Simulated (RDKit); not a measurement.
Job for RDKit: UFF on CH8Si (a complex), monomers drawn apart or pushed together.

```python
from rdkit import Chem
from rdkit.Chem import AllChem, rdDetermineBonds

blocks = [
'''5

C     0.04923857   -0.11821289   -0.08035271
H    -0.18798148    0.90473633    0.20852291
H     1.02349754   -0.39274876    0.32162086
H    -0.70970760   -0.79264067    0.31376523
H     0.07115905   -0.19236641   -1.16675698
''',
'''5

Si   -0.03892167    0.09399661    3.30293699
H     0.66717835    1.27379102    2.75608153
H    -0.07601722    0.18411594    4.78049273
H     0.67470344   -1.13915648    2.90346428
H    -1.42202992    0.05768959    2.77810631
''',
]
mol = None
for b in blocks:
    f = Chem.MolFromXYZBlock(b)
    rdDetermineBonds.DetermineBonds(f, charge=0)
    mol = f if mol is None else Chem.CombineMols(mol, f)
Chem.SanitizeMol(mol)
print(Chem.MolToSmiles(Chem.RemoveHs(mol)))
ff = AllChem.UFFGetMoleculeForceField(mol, vdwThresh=100.0, ignoreInterfragInteractions=False)
e = ff.CalcEnergy()
print(f'UFF energy {e:.6f} kcal/mol')
```

It printed:

```
C.[SiH4]
UFF energy 0.441719 kcal/mol
```

The run finished.

Cost: around 0.020 core-seconds (rough).
